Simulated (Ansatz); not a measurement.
CH3InO2Se (`O=[C]([SeH])[InH][OH]`), charge 0, multiplicity 1.

Problem. Give a relaxed structure at PBE0-D4/def2-TZVP (the Gaussian-basis code of Ansatz). (An estimate is asked.)

Solution. The calculation gave: 
Z-matrix (Å, degrees):
```
C
Se 1 1.960
In 1 2.228 2 117.0
O 1 1.191 2 122.8 3 179.9
H 2 1.472 1 95.7 3 -179.9
O 3 1.980 1 105.8 2 -179.8
H 3 1.703 1 135.4 2 0.2
H 6 0.961 3 111.4 1 -0.0
```
Point group Cs.
